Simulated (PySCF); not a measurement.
## `FC(F)=C(F)[C@@H]1[CH+]C=CC1`: 4 charge schemes on one density

Compound: C7H6F3 (charge +1).
Structure used (GFN2-xTB), in Å, numbered top down from 1:
```
atom  x, y, z in Å
F1     2.9478    0.0183    1.3218
C2     2.6696   -0.2930    0.0706
F3     3.7316   -0.5840   -0.6229
C4     1.4165   -0.2722   -0.3838
F5     1.1421   -0.5825   -1.6578
C6     0.1963    0.0756    0.4409
C7    -0.7251   -1.0685    0.5907
C8    -2.0104   -0.7249    0.2343
C9    -2.0255    0.5980   -0.1830
C10   -0.6950    1.1798   -0.1508
H11    0.5648    0.3635    1.4373
H12   -0.4019   -2.0433    0.9218
H13   -2.8646   -1.3788    0.2720
H14   -2.9051    1.1409   -0.4943
H15   -0.6658    2.1330    0.3900
H16   -0.3831    1.4469   -1.1715
```

Density: PBE0/pcSseg-1 (PySCF); schemes: Mulliken, IAO, Hirshfeld and ESP-fitted. Geometry: GFN2-xTB, one conformer, isolated ion.

**Question.** Tabulate the Mulliken, IAO, Hirshfeld and ESP-fitted charges.

**Answer.** In e:

```json
{"atom": "F1", "environment": "vinyl fluorine", "Mulliken": "-0.214", "IAO": "-0.222", "Hirshfeld": "-0.032", "ESP-fitted": "-0.117"}
{"atom": "C2", "environment": "=CF2 carbon", "Mulliken": "+0.642", "IAO": "+0.555", "Hirshfeld": "+0.185", "ESP-fitted": "+0.385"}
{"atom": "F3", "environment": "vinyl fluorine", "Mulliken": "-0.182", "IAO": "-0.188", "Hirshfeld": "-0.017", "ESP-fitted": "-0.066"}
{"atom": "C4", "environment": "vinylic C–F carbon", "Mulliken": "+0.143", "IAO": "+0.159", "Hirshfeld": "+0.041", "ESP-fitted": "-0.122"}
{"atom": "F5", "environment": "vinyl fluorine", "Mulliken": "-0.242", "IAO": "-0.249", "Hirshfeld": "-0.060", "ESP-fitted": "-0.076"}
{"atom": "C6", "environment": "allylic carbon", "Mulliken": "-0.411", "IAO": "-0.145", "Hirshfeld": "-0.013", "ESP-fitted": "+0.034"}
{"atom": "C7", "environment": "carbon bonded to 2 C and H", "Mulliken": "+0.135", "IAO": "+0.083", "Hirshfeld": "+0.133", "ESP-fitted": "+0.104"}
{"atom": "C8", "environment": "carbon bonded to 2 C and H", "Mulliken": "-0.019", "IAO": "-0.146", "Hirshfeld": "+0.012", "ESP-fitted": "-0.172"}
{"atom": "C9", "environment": "carbon bonded to 2 C and H", "Mulliken": "+0.029", "IAO": "+0.099", "Hirshfeld": "+0.153", "ESP-fitted": "+0.188"}
{"atom": "C10", "environment": "allylic carbon", "Mulliken": "-0.111", "IAO": "-0.282", "Hirshfeld": "-0.036", "ESP-fitted": "-0.224"}
{"atom": "H11", "environment": "methine hydrogen", "Mulliken": "+0.238", "IAO": "+0.228", "Hirshfeld": "+0.091", "ESP-fitted": "+0.152"}
{"atom": "H12", "environment": "hydrogen on C7", "Mulliken": "+0.181", "IAO": "+0.222", "Hirshfeld": "+0.115", "ESP-fitted": "+0.186"}
{"atom": "H13", "environment": "hydrogen on C8", "Mulliken": "+0.163", "IAO": "+0.213", "Hirshfeld": "+0.103", "ESP-fitted": "+0.197"}
{"atom": "H14", "environment": "hydrogen on C9", "Mulliken": "+0.183", "IAO": "+0.223", "Hirshfeld": "+0.121", "ESP-fitted": "+0.166"}
{"atom": "H15", "environment": "methylene hydrogen", "Mulliken": "+0.225", "IAO": "+0.219", "Hirshfeld": "+0.103", "ESP-fitted": "+0.169"}
{"atom": "H16", "environment": "methylene hydrogen", "Mulliken": "+0.239", "IAO": "+0.231", "Hirshfeld": "+0.100", "ESP-fitted": "+0.196"}
```

Mean size of the charges over all atoms: IAO 0.216 e, Mulliken 0.210 e, ESP-fitted 0.160 e, Hirshfeld 0.082 e. Each set sums to the total charge, 1, to within 0.001 e. The Mulliken scheme gives each basis function's population to the atom it is centred on and halves the overlap population of two atoms between them. The IAO scheme counts the electrons in orthogonalised intrinsic atomic orbitals, a minimal basis polarised so that it spans the occupied orbitals exactly.

Lowest charge. The schemes don't all agree: Mulliken C6 (-0.411); IAO C10 (-0.282); Hirshfeld F5 (-0.060); ESP-fitted C10 (-0.224).

Highest charge. All schemes agree: Mulliken C2 (+0.642); IAO C2 (+0.555); Hirshfeld C2 (+0.185); ESP-fitted C2 (+0.385).

**Question.** Sum the charges by element.

**Answer.** 
```csv
element,atoms,Mulliken,IAO,Hirshfeld,ESP-fitted
F,3,-0.638,-0.658,-0.109,-0.260
C,7,+0.409,+0.323,+0.477,+0.194
H,6,+1.230,+1.335,+0.632,+1.066
```

**Question.** How closely do the schemes follow one another over all atoms?

**Answer.** Correlation coefficient and root-mean-square difference: Mulliken with IAO 0.93, 0.093 e; IAO with Hirshfeld 0.91, 0.166 e; Hirshfeld with ESP-fitted 0.88, 0.107 e; IAO with ESP-fitted 0.87, 0.118 e; Mulliken with Hirshfeld 0.84, 0.187 e; Mulliken with ESP-fitted 0.72, 0.170 e.

**Question.** How many electrons does the IAO scheme count on F1?

**Answer.** Z − q = 9 − (-0.222) = 9.222.
